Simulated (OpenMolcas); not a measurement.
What dynamic correlation does to the levels of C II

* Program: OpenMolcas 26.06
* Basis: ANO-RCC [8s8p4d3f2g]
* Scalar Hamiltonian: DKH2, point nucleus
* Active space: 1 electron in 9 orbitals (RAS2 2p; RAS3 3s 3d, at most 1 electron)
* State averaging: 2S+1 = 2 odd, 3 roots; 2S+1 = 2 even, 6 roots
* Spin-orbit coupling: RASSI with atomic mean-field integrals over the reference wave functions, term energies averaged over their components

Methods on the same reference wave functions:
A. RASSCF
B. SS-RASPT2, IPEA 0.25 Eh, imaginary shift 0.1 Eh (closed shells correlated: 1s 2s)

Energies in cm-1 above 2s2 2p 2P* 1/2, the measured ground level; measured values from NIST Handbook of Basic Atomic Spectroscopic Data.

```json
{"Level": "2s2 2p 2P* 1/2", "A": "0.0", "B": "0.0", "Measured": "0.0"}
{"Level": "2s2 2p 2P* 3/2", "A": "62.9", "B": "62.9", "Measured": "63.4"}
{"Level": "2s2 3s 2S 1/2", "A": "114956", "B": "116320", "Measured": "116538"}
{"Level": "2s2 3d 2D 5/2", "A": "146654", "B": "147510", "Measured": "145551"}
{"Level": "2s2 3d 2D 3/2", "A": "146654", "B": "147510", "Measured": "145549"}
```

Deviations, from unrounded energies. A percentage is the sum of absolute deviations over the sum of measured energies, with the sign that they share, or ± where signs differ.

```json
{"Against measurement": "mean absolute deviation (cm-1)", "Levels": "4", "A": "950", "B": "1000"}
{"Against measurement": "fine structure of the ground term (%)", "Levels": "1", "A": "-0.9", "B": "-0.9"}
{"Against measurement": "other configurations (%)", "Levels": "3", "A": "±0.9", "B": "±1.0"}
```

A lies closest to measurement on these levels. The largest miss of A in the table is 2s2 3s 2S 1/2, by -1600 cm-1. The ranking rests on the paired levels alone, and a cruder setting can come out closer through cancelling errors.

The lowest spin-free term lies below A's lowest term by 0.104 hartree in B.

Term energies are means over components that CASPT2 splits; among the terms shown or strongly mixed into the levels shown the widest spread is 190 cm-1 (2s2 3d 2D, B). ANO sets are built for valence states and can reach diffuse excited orbitals poorly. With one active electron the reference holds no correlation, so core polarisation is missing (holds for A). With one active electron, CASPT2 adds the correlation within the correlated inactive shells and between them and that electron, and leaves the splitting within a term as the reference gives it (holds for B). Measured partners are found by configuration, term and J. A level has none where our copy of the source lacks it or the pairing is in doubt (some pairs that miss far off the trend of their configuration count as doubtful), and it then counts in no deviation. Levels of configurations outside the active space are missing.

* marks odd parity.
